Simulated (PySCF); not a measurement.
A geometry optimisation, step by step.

C3H5ClGeO.
Numbering: `[O:1]=[C:2]=[CH:3][C@@H:4]([Cl:5])[GeH3:6]` (hydrogens: H7 on C3; H8 on C4; H9, H10, H11 on Ge6)

Method: PBE0-D3(BJ)/def2-SVP geometry optimisation, gas phase in PySCF 2.14.0; density fitting, grid level 1; the optimiser is geomeTRIC in internal coordinates, started from a GFN2-xTB structure with every atom displaced at random (about 0.01 Å). 12 of its 14 geometries are shown. The frame can shift and turn from step to step; on so coarse a grid that alone can change the energy by a few meV, and forces under 0.02 eV/Å are noise.

Step 0: E = -74246.9624 eV, largest atomic force 4.152 eV/Å
```
atom  x, y, z in Å  |  force x, y, z in eV/Å
O1     -2.966    1.573   -0.795   -3.214   2.620  -0.212
C2     -2.117    0.835   -0.721    1.300  -1.002  -0.035
C3     -1.104    0.049   -0.645    2.915  -1.325   1.104
C4     -0.161    0.038    0.551   -1.479  -0.186  -0.534
Cl5    -0.604   -1.377    1.618    0.001  -0.097   0.268
Ge6     1.713   -0.271    0.124   -0.252   0.285   0.380
H7     -0.916   -0.697   -1.398   -0.207  -0.317  -0.572
H8     -0.348    0.925    1.162    0.245   0.166   0.151
H9      1.803   -1.551   -0.611   -0.017  -0.962  -0.602
H10     2.258    0.833   -0.707    0.354   0.821  -0.598
H11     2.480   -0.385    1.405    0.353  -0.004   0.649
```

Step 1: E = -74247.2008 eV, largest atomic force 0.844 eV/Å
```
atom  x, y, z in Å  |  force x, y, z in eV/Å
O1     -2.891    0.488   -0.936    0.651  -0.538   0.016
C2     -2.024   -0.288   -0.858   -0.585   0.547  -0.028
C3     -1.006   -1.127   -0.751   -0.427  -0.139  -0.037
C4     -0.289   -1.295    0.535    0.438   0.080   0.021
Cl5    -0.906   -2.696    1.539    0.082   0.125  -0.131
Ge6     1.648   -1.586    0.180    0.052  -0.119   0.008
H7     -0.854   -1.820   -1.585    0.056   0.043  -0.027
H8     -0.410   -0.404    1.167   -0.003  -0.055   0.040
H9      1.756   -2.917   -0.615   -0.010   0.245   0.118
H10     2.196   -0.408   -0.681   -0.136  -0.207   0.185
H11     2.432   -1.694    1.511   -0.117   0.018  -0.165
```

Step 2: E = -74247.2247 eV, largest atomic force 0.220 eV/Å
```
atom  x, y, z in Å  |  force x, y, z in eV/Å
O1     -2.884    0.505   -0.977    0.112  -0.151  -0.018
C2     -2.039   -0.282   -0.867   -0.007   0.185   0.118
C3     -1.035   -1.134   -0.732   -0.123  -0.106   0.003
C4     -0.274   -1.293    0.538    0.043   0.111  -0.099
Cl5    -0.863   -2.698    1.537   -0.005  -0.043   0.016
Ge6     1.648   -1.592    0.179   -0.007  -0.044  -0.003
H7     -0.874   -1.818   -1.571    0.020   0.004  -0.014
H8     -0.388   -0.412    1.184   -0.020   0.012  -0.017
H9      1.755   -2.898   -0.626    0.005   0.021  -0.003
H10     2.182   -0.413   -0.657    0.007   0.011   0.011
H11     2.424   -1.711    1.500   -0.025   0.000   0.006
```

Step 4: E = -74247.2296 eV, largest atomic force 0.108 eV/Å
```
atom  x, y, z in Å  |  force x, y, z in eV/Å
O1     -2.860    0.534   -0.940   -0.087   0.065   0.008
C2     -2.034   -0.271   -0.843    0.094  -0.040  -0.026
C3     -1.058   -1.157   -0.734   -0.003  -0.021   0.031
C4     -0.271   -1.299    0.520   -0.011   0.015  -0.033
Cl5    -0.839   -2.704    1.538    0.002  -0.021   0.019
Ge6     1.650   -1.593    0.169   -0.003   0.010   0.008
H7     -0.912   -1.835   -1.579   -0.011  -0.003   0.002
H8     -0.389   -0.414    1.160   -0.001   0.000   0.006
H9      1.776   -2.892   -0.640    0.002  -0.013  -0.021
H10     2.190   -0.405   -0.649    0.013   0.016  -0.005
H11     2.399   -1.710    1.504    0.005  -0.008   0.010
```

Step 5: E = -74247.2305 eV, largest atomic force 0.047 eV/Å
```
atom  x, y, z in Å  |  force x, y, z in eV/Å
O1     -2.855    0.548   -0.934   -0.034   0.033   0.003
C2     -2.034   -0.264   -0.837    0.038  -0.028   0.005
C3     -1.070   -1.162   -0.725    0.020  -0.008   0.005
C4     -0.270   -1.303    0.519   -0.017   0.004   0.007
Cl5    -0.824   -2.712    1.544    0.007   0.009  -0.010
Ge6     1.652   -1.592    0.160    0.002   0.010   0.001
H7     -0.934   -1.844   -1.570   -0.012  -0.009  -0.004
H8     -0.384   -0.420    1.162   -0.002  -0.005   0.002
H9      1.780   -2.883   -0.663   -0.002   0.007  -0.006
H10     2.194   -0.394   -0.644   -0.003  -0.004   0.007
H11     2.398   -1.721    1.496    0.002  -0.008  -0.009
```

Step 6: E = -74247.2308 eV, largest atomic force 0.040 eV/Å
```
atom  x, y, z in Å  |  force x, y, z in eV/Å
O1     -2.847    0.561   -0.923    0.015  -0.003   0.001
C2     -2.033   -0.258   -0.828   -0.018  -0.003   0.018
C3     -1.080   -1.168   -0.717    0.021   0.006  -0.021
C4     -0.268   -1.307    0.520   -0.006  -0.012   0.038
Cl5    -0.810   -2.720    1.547    0.006   0.019  -0.021
Ge6     1.653   -1.590    0.150    0.004   0.007  -0.005
H7     -0.957   -1.854   -1.559   -0.008  -0.009  -0.002
H8     -0.380   -0.425    1.166   -0.004  -0.002  -0.002
H9      1.780   -2.870   -0.691   -0.003   0.011  -0.001
H10     2.194   -0.381   -0.640   -0.008  -0.008   0.008
H11     2.402   -1.736    1.483    0.002  -0.007  -0.013
```

Step 7: E = -74247.2310 eV, largest atomic force 0.074 eV/Å
```
atom  x, y, z in Å  |  force x, y, z in eV/Å
O1     -2.836    0.580   -0.900    0.056  -0.038  -0.001
C2     -2.031   -0.250   -0.810   -0.066   0.023   0.027
C3     -1.092   -1.174   -0.702    0.012   0.020  -0.041
C4     -0.265   -1.312    0.524    0.008  -0.029   0.057
Cl5    -0.789   -2.732    1.551    0.004   0.022  -0.023
Ge6     1.653   -1.586    0.132    0.003   0.003  -0.011
H7     -0.989   -1.870   -1.540    0.000  -0.004   0.003
H8     -0.374   -0.434    1.175   -0.005   0.002  -0.007
H9      1.773   -2.847   -0.739   -0.003   0.010   0.003
H10     2.188   -0.360   -0.636   -0.010  -0.006   0.006
H11     2.415   -1.762    1.454    0.001  -0.004  -0.012
```

Step 8: E = -74247.2311 eV, largest atomic force 0.092 eV/Å
```
atom  x, y, z in Å  |  force x, y, z in eV/Å
O1     -2.825    0.598   -0.867    0.066  -0.054  -0.002
C2     -2.031   -0.243   -0.783   -0.080   0.038   0.027
C3     -1.103   -1.180   -0.682   -0.001   0.023  -0.041
C4     -0.260   -1.320    0.532    0.016  -0.033   0.050
Cl5    -0.763   -2.749    1.554    0.000   0.015  -0.015
Ge6     1.653   -1.580    0.107    0.001  -0.003  -0.013
H7     -1.023   -1.884   -1.516    0.008   0.003   0.003
H8     -0.365   -0.446    1.189   -0.002   0.005  -0.008
H9      1.759   -2.815   -0.802   -0.002   0.006   0.003
H10     2.175   -0.334   -0.635   -0.007   0.000   0.002
H11     2.437   -1.794    1.410    0.001   0.000  -0.005
```

Step 9: E = -74247.2312 eV, largest atomic force 0.056 eV/Å
```
atom  x, y, z in Å  |  force x, y, z in eV/Å
O1     -2.826    0.602   -0.840    0.038  -0.036   0.001
C2     -2.035   -0.242   -0.762   -0.048   0.025   0.016
C3     -1.107   -1.180   -0.670   -0.008   0.014  -0.018
C4     -0.255   -1.325    0.539    0.010  -0.020   0.018
Cl5    -0.749   -2.760    1.554   -0.001   0.001  -0.002
Ge6     1.653   -1.576    0.090   -0.001  -0.004  -0.009
H7     -1.036   -1.886   -1.503    0.010   0.009   0.001
H8     -0.359   -0.454    1.201    0.003   0.004  -0.004
H9      1.747   -2.796   -0.840    0.000   0.001   0.000
H10     2.163   -0.318   -0.638   -0.003   0.005  -0.002
H11     2.456   -1.812    1.378    0.001   0.002   0.000
```

Step 11: E = -74247.2312 eV, largest atomic force 0.061 eV/Å
```
atom  x, y, z in Å  |  force x, y, z in eV/Å
O1     -2.854    0.589   -0.746   -0.047   0.028   0.010
C2     -2.057   -0.250   -0.694    0.045  -0.024  -0.018
C3     -1.115   -1.176   -0.640   -0.003  -0.018   0.042
C4     -0.240   -1.338    0.552   -0.016   0.027  -0.053
Cl5    -0.705   -2.791    1.549   -0.001  -0.023   0.019
Ge6     1.656   -1.565    0.042   -0.002  -0.004   0.008
H7     -1.055   -1.869   -1.484    0.003   0.012  -0.009
H8     -0.335   -0.476    1.227    0.012  -0.005   0.008
H9      1.723   -2.753   -0.931    0.004  -0.003  -0.007
H10     2.132   -0.279   -0.661    0.005   0.007  -0.006
H11     2.502   -1.839    1.293    0.000   0.004   0.005
```

Step 12: E = -74247.2313 eV, largest atomic force 0.048 eV/Å
```
atom  x, y, z in Å  |  force x, y, z in eV/Å
O1     -2.861    0.585   -0.738   -0.034   0.021   0.008
C2     -2.061   -0.251   -0.689    0.032  -0.019  -0.011
C3     -1.117   -1.176   -0.638   -0.003  -0.016   0.032
C4     -0.239   -1.339    0.551   -0.013   0.023  -0.040
Cl5    -0.700   -2.793    1.548    0.000  -0.015   0.011
Ge6     1.657   -1.563    0.038   -0.001  -0.004   0.006
H7     -1.057   -1.866   -1.485    0.003   0.009  -0.009
H8     -0.332   -0.478    1.228    0.009  -0.006   0.008
H9      1.726   -2.751   -0.934    0.003  -0.001  -0.004
H10     2.132   -0.277   -0.663    0.003   0.004  -0.004
H11     2.503   -1.837    1.291    0.000   0.004   0.002
```

Step 13: E = -74247.2314 eV, largest atomic force 0.021 eV/Å
```
atom  x, y, z in Å  |  force x, y, z in eV/Å
O1     -2.864    0.584   -0.737    0.003  -0.008   0.004
C2     -2.062   -0.251   -0.690   -0.006   0.005   0.004
C3     -1.118   -1.175   -0.639   -0.009  -0.012   0.011
C4     -0.239   -1.338    0.549   -0.001   0.012  -0.016
Cl5    -0.700   -2.793    1.548    0.002  -0.003   0.001
Ge6     1.658   -1.564    0.039   -0.001  -0.001   0.000
H7     -1.058   -1.864   -1.486    0.006   0.007  -0.008
H8     -0.331   -0.478    1.226    0.005  -0.005   0.007
H9      1.729   -2.753   -0.933    0.001   0.002   0.000
H10     2.136   -0.279   -0.663   -0.001  -0.001   0.000
H11     2.500   -1.836    1.294   -0.001   0.004  -0.001
```

Problem. Summarise the path.

Solution. The energy falls by 25.96 kJ/mol from step 0 to step 13; nine tenths of that is first reached at step 2. It never rises by more than 0.2 meV. The largest force goes from 4.152 to 0.021 eV/Å. Among the bonds Ge6–H9 changes most, from 1.479 to 1.537 Å; the atoms move by 0.108 Å rms after alignment.

Problem. Follow the three bonds and two angles with the largest change from start to end.

Solution. 
```csv
step,E above end (kJ/mol),largest force (eV/Å),Ge6–H9 (Å),Ge6–H10 (Å),Ge6–H11 (Å),Ge6–C4–H8 (°),C4–C3–H7 (°)
0,25.96,4.152,1.479,1.486,1.497,114.6,115.8
1,2.96,0.844,1.554,1.558,1.548,109.1,121.5
2,0.65,0.220,1.538,1.540,1.536,109.2,120.8
3,0.41,0.125,1.534,1.537,1.533,109.2,121.9
4,0.18,0.108,1.535,1.540,1.535,109.1,121.4
5,0.09,0.047,1.537,1.541,1.536,109.0,121.4
6,0.06,0.040,1.537,1.542,1.536,108.9,121.4
7,0.04,0.074,1.537,1.542,1.536,108.9,121.4
8,0.04,0.092,1.537,1.541,1.536,109.0,121.4
9,0.02,0.056,1.537,1.541,1.535,109.2,121.3
10,0.02,0.032,1.537,1.540,1.535,109.3,121.2
11,0.03,0.061,1.537,1.540,1.535,109.4,121.1
12,0.01,0.048,1.537,1.541,1.535,109.3,121.1
13,0.00,0.021,1.537,1.541,1.536,109.2,121.2
```

What follows is the cost of the whole optimisation. On one thread, Arm Neoverse V1 (aarch64), no GPU, shared host with 32 logical CPUs at a one-minute load of 23, this took 2.1 min wall and 0.50 GiB of memory at its peak.
